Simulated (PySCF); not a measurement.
# Electron correlation in Zr⁺ (zirconium, charge +1)

[Kr] 4d2 5s1, high-spin 4F determinant. All numbers are calculated (PySCF 2.14, the spin-free X2C one-electron Hamiltonian (Gaussian nucleus), in x2c-QZVPPall). Frozen: [Ar] 3d10; 11 electrons correlated.

MP2 pair energies summed by pair of shells (mhartree):

```json
{"pair": "4p-4p", "energy": "-116.38", "share (%)": "44.0"}
{"pair": "4p-4d", "energy": "-63.93", "share (%)": "24.2"}
{"pair": "4s-4p", "energy": "-36.96", "share (%)": "14.0"}
{"pair": "4p-5s", "energy": "-18.51", "share (%)": "7.0"}
{"pair": "4d-5s", "energy": "-8.61", "share (%)": "3.3"}
{"pair": "4s-4d", "energy": "-7.96", "share (%)": "3.0"}
{"pair": "4s-4s", "energy": "-6.85", "share (%)": "2.6"}
{"pair": "4d-4d", "energy": "-4.02", "share (%)": "1.5"}
{"pair": "4s-5s", "energy": "-1.20", "share (%)": "0.5"}
```

Total MP2 correlation energy: -264.42 mhartree.

Same-spin part -79.46 and opposite-spin part -184.96 mhartree; SCS-MP2 scales them by 1/3 and 6/5 to -248.44 mhartree.

This basis was not built for core-valence correlation, so the inner-shell part is incomplete.
